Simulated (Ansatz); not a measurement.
Mulliken charges of `C=C=[N][AlH2]` from ωB97M-V/def2-TZVPP in Ansatz (PBE0-D4/def2-TZVP geometry).

```csv
atom,x (Å),y (Å),z (Å),charge (e)
C1,-0.216,2.072,0.367,-0.333
C2,-0.075,0.786,0.136,0.222
N3,0.053,-0.384,-0.074,-0.291
Al4,0.242,-2.114,-0.386,0.397
H5,-0.544,2.731,-0.423,0.107
H6,-0.004,2.472,1.348,0.107
H7,-0.090,-2.614,-1.843,-0.104
H8,0.725,-3.006,0.820,-0.104
```

Q: By hand: the dipole of these point charges (1 e Å = 4.8032 D).

A: Σ q r = (0.011, -0.102, -0.018) e Å, of length 0.104 e Å = 0.50 D.

Q: How does the dipole of the full density compare? (An estimate is asked.)

A: Ansatz gave: (0.010, -0.089, -0.016) e Å, 0.44 D; the point charges give 1.14 times that, at 0° from its direction.

Point charges leave out the atoms' own dipoles, such as those of lone pairs, and Mulliken's split depends on the basis, so the close match here is no proof of good charges.
